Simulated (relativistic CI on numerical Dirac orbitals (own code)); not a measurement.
# Sensitivity of the levels of Hf XLIX to α and to the nuclear radius

Method of calculation: Dirac-Coulomb-Breit CI, KLI orbitals optimised for each configuration, derivatives by finite differences, unscaled Slater integrals, QED left out (own radial code, finite nucleus).

Configurations in the expansion (outside the closed core [Ne]): 3s²3p⁶3d⁶, 3s²3p⁵3d⁷, 3s²3p⁴3d⁸, 3s3p⁶3d⁷, 3p⁶3d⁸, 3s3p⁵3d⁸, 3s²3p⁶3d⁵4s, 3s²3p⁶3d⁵4p. Levels of other configurations are missing.

With x = (α/α₀)² − 1 an excitation energy changes as ω = ω₀ + qx; K = 2q/ω₀ is the relative enhancement. Terms are leading LS components, so labels can repeat. The field-shift factor is F = δν/δ⟨r²⟩ for the transition from the lowest level.

Lowest level 3s²3p⁶3d⁶ ³F4.

| Level | ω₀ (cm⁻¹) | q (cm⁻¹) | K | F (GHz/fm²) |
| --- | --- | --- | --- | --- |
| 3s²3p⁶3d⁶ ³P2 | 59632 | 9128 | 0.306 | -0.394 |
| 3s²3p⁶3d⁶ ³P0 | 194520 | 51850 | 0.533 | 1.63 |
| 3s²3p⁶3d⁶ ⁵D3 | 437287 | 506100 | 2.31 | 11.1 |
| 3s²3p⁶3d⁶ ⁵D4 | 451767 | 482700 | 2.14 | 11 |
| 3s²3p⁶3d⁶ ⁵D1 | 474171 | 511600 | 2.16 | 11.2 |
| 3s²3p⁶3d⁶ ³G5 | 515810 | 479200 | 1.86 | 11.2 |
| 3s²3p⁶3d⁶ ³H6 | 516299 | 474500 | 1.84 | 11.4 |
| 3s²3p⁶3d⁶ ³F2 | 566695 | 493600 | 1.74 | 10.6 |
| 3s²3p⁶3d⁶ ³D3 | 578559 | 495900 | 1.71 | 11.4 |
| 3s²3p⁶3d⁶ ³P0 | 655228 | 476000 | 1.45 | 10.9 |
| 3s²3p⁶3d⁶ ¹G4 | 685584 | 509500 | 1.49 | 12.3 |
| 3s²3p⁶3d⁶ ³D2 | 688682 | 530000 | 1.54 | 12.4 |
| 3s²3p⁶3d⁶ ³P1 | 691773 | 517200 | 1.5 | 12 |

At this charge energies of transitions that change n are usually good to better than 1 %, and those within a shell (Δn = 0) to a few per cent.
